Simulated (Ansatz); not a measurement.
Reaction (silylene formation by 1,1-elimination): `O[Si](O)([SiH3])Cl` → `O[Si]O` + `[SiH3]Cl`

Program: Ansatz. Geometries: PBE0-D4/def2-TZVP. ΔE: electronic, gas phase. CCSD(T)/CBS is the MP2 limit (def2-TZVPP, def2-QZVPP) plus CCSD(T) − MP2 in def2-TZVPP, frozen cores. This one scheme is used for every species. Functionals use def2-TZVPP. HSE06 is defined as in plane-wave codes. Each species was taken in one conformer, which may not be the lowest.

`O[Si](O)([SiH3])Cl`:

Z-matrix (Å, degrees):
```
Si
O 1 1.627
Si 1 2.331 2 107.6
O 1 1.638 2 108.5 3 124.7
Cl 1 2.073 2 111.1 3 -118.5
H 2 0.960 1 118.3 3 -173.4
H 3 1.485 1 109.9 2 -61.0
H 3 1.487 1 108.4 2 179.7
H 3 1.486 1 110.4 2 60.1
H 4 0.959 1 117.6 2 148.8
```

`O[Si]O`:

Z-matrix (Å, degrees):
```
O
Si 1 1.642
H 1 0.964 2 117.5
O 2 1.663 1 99.4 3 0.0
H 4 0.960 2 116.1 1 180.0
```

`[SiH3]Cl`:

Z-matrix (Å, degrees):
```
Si
Cl 1 2.054
H 1 1.481 2 108.5
H 1 1.481 2 108.5 3 -120.0
H 1 1.481 2 108.5 3 120.0
```

```csv
level,ΔE (kJ/mol)
LDA (SPW92),171.6
HSE06,152.5
MP2/def2-QZVPP,150.7
CCSD/CBS(def2),143.6
```

(1) What does CCSD(T)/CBS give? (Best estimate.)

Largest T1 diagnostic among the species: 0.015.

## Answers

(1) The calculation gave: +145.8 kJ/mol. The listed levels differ from it by 25.8, 6.7, 4.9, -2.2 kJ/mol.

From BLYP to BHLYP (50 % exact exchange), in def2-TZVPP and without D4, ΔE moves by +31.9 kJ/mol. Leaving LDA and LC-ωPBE aside and taking each functional with its dispersion term where it has one, the values, not all of them listed here, spread over 39.1 kJ/mol, from BLYP-D4 to r2SCAN0-D4. LDA lies +32.1 kJ/mol from PBE without D4. At CCSD(T), def2-SVP lies −17.0 kJ/mol from the extrapolated value and def2-TZVPP −5.2 kJ/mol.

CCSD(T)/CBS has its own doubt, a few kJ/mol and more with outer-core shells, so smaller differences from it don't rank the levels.
